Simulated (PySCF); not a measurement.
Level of theory: TPSSh-D3(BJ)/def2-TZVP // B3LYP-D3(BJ)/def2-TZVP (PySCF 2.14.0). Gas-phase values, no solvent. One relaxed conformer stands for a flexible species; it need not be the lowest. Excitations are Tamm–Dancoff values on a coarser integration grid. The basis has no diffuse functions, so Rydberg states are missing or too high.

Reference species (SMILES): `C=C[SiH3]` (neutral, multiplicity 1).

* **brightest of the four lowest singlets (TDA)**: 7.49 eV
* **S1 oscillator strength**: 0.003
* **LUMO**: -0.89 eV

After one change: the brightest of the four lowest singlets (TDA) falls by 1.22 eV; the S1 oscillator strength stays essentially unchanged; the LUMO falls by 1.60 eV.

### Question
Name the change that produced these shifts. The new species is one of these.
A. `BC=C`
B. `C=C[SeH]` (C–C–Se–H torsion 0°)
C. `C=CC=S` (C–C–C–S torsion 180°)
D. `C=CC=C` (C–C–C–C torsion 180°)

### Answer
A, `BC=C`
